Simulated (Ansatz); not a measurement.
`CC(C)N[Si](Cl)(Cl)Cl`, relaxed with RKS PBE0-D4/def2-TZVP in the Gaussian-basis code of Ansatz from a GFN2-xTB geometry. The force threshold is 0.005 eV/Å; the program also tests the step.

The species carries charge 0 and has multiplicity 1.

Start:

```xyz
16

C     1.046    0.339    1.284
C    -0.211   -0.129    0.553
C    -0.630   -1.524    1.004
N    -0.005   -0.140   -0.890
Si   -0.315    1.132   -1.983
Cl   -2.125    1.894   -1.542
Cl    1.031    2.654   -1.926
Cl   -0.273    0.314   -3.825
H     0.868    0.370    2.355
H     1.871   -0.342    1.088
H     1.328    1.333    0.947
H    -1.025    0.574    0.754
H     0.174   -2.236    0.824
H    -1.510   -1.846    0.454
H    -0.861   -1.523    2.065
H     0.638   -0.870   -1.162
```

```json
{"step": "1", "energy (eV)": "-50165.0734", "largest force (eV/Å)": "0.948", "largest move (Å)": "0.000"}
{"step": "2", "energy (eV)": "-50165.1086", "largest force (eV/Å)": "0.292", "largest move (Å)": "0.055"}
{"step": "3", "energy (eV)": "-50165.1165", "largest force (eV/Å)": "0.089", "largest move (Å)": "0.027"}
{"step": "4", "energy (eV)": "-50165.1175", "largest force (eV/Å)": "0.066", "largest move (Å)": "0.012"}
{"step": "5", "energy (eV)": "-50165.1194", "largest force (eV/Å)": "0.023", "largest move (Å)": "0.056"}
{"step": "6", "energy (eV)": "-50165.1212", "largest force (eV/Å)": "0.084", "largest move (Å)": "0.115"}
{"step": "7", "energy (eV)": "-50165.1222", "largest force (eV/Å)": "0.101", "largest move (Å)": "0.048"}
{"step": "8", "energy (eV)": "-50165.1240", "largest force (eV/Å)": "0.061", "largest move (Å)": "0.058"}
{"step": "9", "energy (eV)": "-50165.1251", "largest force (eV/Å)": "0.150", "largest move (Å)": "0.196"}
{"step": "10", "energy (eV)": "-50165.1267", "largest force (eV/Å)": "0.126", "largest move (Å)": "0.033"}
{"step": "11", "energy (eV)": "-50165.1293", "largest force (eV/Å)": "0.048", "largest move (Å)": "0.051"}
{"step": "12", "energy (eV)": "-50165.1293", "largest force (eV/Å)": "0.051", "largest move (Å)": "0.002"}
{"step": "13", "energy (eV)": "-50165.1301", "largest force (eV/Å)": "0.066", "largest move (Å)": "0.076"}
{"step": "14", "energy (eV)": "-50165.1305", "largest force (eV/Å)": "0.081", "largest move (Å)": "0.084"}
{"step": "15", "energy (eV)": "-50165.1309", "largest force (eV/Å)": "0.071", "largest move (Å)": "0.021"}
{"step": "16", "energy (eV)": "-50165.1312", "largest force (eV/Å)": "0.043", "largest move (Å)": "0.023"}
{"step": "17", "energy (eV)": "-50165.1314", "largest force (eV/Å)": "0.029", "largest move (Å)": "0.044"}
{"step": "18 (rejected)", "energy (eV)": "-50165.1308", "largest force (eV/Å)": "0.126", "largest move (Å)": "0.153"}
{"step": "19", "energy (eV)": "-50165.1317", "largest force (eV/Å)": "0.024", "largest move (Å)": "0.075"}
{"step": "20", "energy (eV)": "-50165.1318", "largest force (eV/Å)": "0.049", "largest move (Å)": "0.064"}
{"step": "21", "energy (eV)": "-50165.1319", "largest force (eV/Å)": "0.021", "largest move (Å)": "0.004"}
{"step": "22", "energy (eV)": "-50165.1320", "largest force (eV/Å)": "0.029", "largest move (Å)": "0.010"}
{"step": "23", "energy (eV)": "-50165.1321", "largest force (eV/Å)": "0.011", "largest move (Å)": "0.024"}
{"step": "24", "energy (eV)": "-50165.1321", "largest force (eV/Å)": "0.009", "largest move (Å)": "0.029"}
{"step": "25", "energy (eV)": "-50165.1321", "largest force (eV/Å)": "0.006", "largest move (Å)": "0.003"}
{"step": "26", "energy (eV)": "-50165.1321", "largest force (eV/Å)": "0.001", "largest move (Å)": "0.001"}
```

End:

```xyz
16

C     1.260    0.153    1.294
C    -0.052   -0.053    0.555
C    -0.778   -1.307    1.014
N     0.162   -0.080   -0.888
Si   -0.441    1.036   -1.980
Cl   -2.479    1.138   -1.932
Cl    0.200    2.937   -1.592
Cl    0.171    0.484   -3.838
H     1.096    0.210    2.372
H     1.941   -0.681    1.102
H     1.747    1.073    0.966
H    -0.698    0.809    0.759
H    -0.171   -2.195    0.811
H    -1.729   -1.416    0.490
H    -0.973   -1.274    2.089
H     0.744   -0.832   -1.223
```

Hardware: 4 threads of an AMD EPYC 7R13 on a shared host and a share of an NVIDIA H100 80 GB. Wall time 75 s, peak host memory 1 GiB.
